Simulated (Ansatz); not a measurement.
Cost and result up the ladder for the cluster Mg2I3 (5 atoms). The state is a doublet with charge 0. Geometry: PBE-D4/def2-SVP.

```
atom   x (Å)   y (Å)   z (Å)
 Mg1   0.867  -0.239  -1.227
 Mg2  -0.835   0.641   1.098
  I3   2.342  -0.341  -3.341
  I4  -2.178   1.997   2.834
  I5  -0.196  -2.058   0.636
```

Ansatz on 4 threads of Arm Neoverse V2 on a shared host. Times are rough, and most runs start from the orbitals of an earlier one. PBE0-D4/def2-TZVP serves as the yardstick here, not as an exact answer. Differences are given only for rows in sets of like size (and for xTB, whose basis is part of the method), since another set adds its own error. Binding counts from free atoms at the same level (Mg singlet, I doublet; other spins of the atoms weren't run), without zero-point energy or a counterpoise term.

In the def2 sets I takes a core potential; there is no spin–orbit coupling. Correlated methods freeze 14 core orbitals; core or outer-core shells of Mg, I are correlated, in sets that lack core-valence functions. The rows differ in basis, and correlated rows in double-zeta sets carry the largest basis error. Another isomer (doublet) lies 0.59 eV lower at PBE0-D4/def2-TZVP; other spin states weren't run for this one.

Correlated methods converge slowly with the basis, most of all in double-zeta sets.

```tsv
level	functions	wall time	binding energy per atom (eV)	difference from PBE0-D4/def2-TZVP (eV)
PBE-D4/def2-SVP	114	2.2 s	1.82	–
HF/def2-TZVP	214	4.3 s	1.41	-0.41
PBE-D4/def2-TZVP (with forces)	214	4.4 s	1.81	-0.01
PBE0-D4/def2-SVP	114	4.8 s	1.82	–
MP2/def2-TZVP	214	8.5 s	1.85	0.03
BHLYP-D4/def2-TZVP	214	8.5 s	1.69	-0.13
PBE0-D4/def2-TZVP	214	9 s	1.82	0.00
r2SCAN-D4/def2-TZVP	214	12 s	1.90	0.08
PBE-QIDH/def2-TZVP	214	14 s	1.84	0.02
CCSD(T)/def2-SVP	114	1.7 min	1.65	–
```
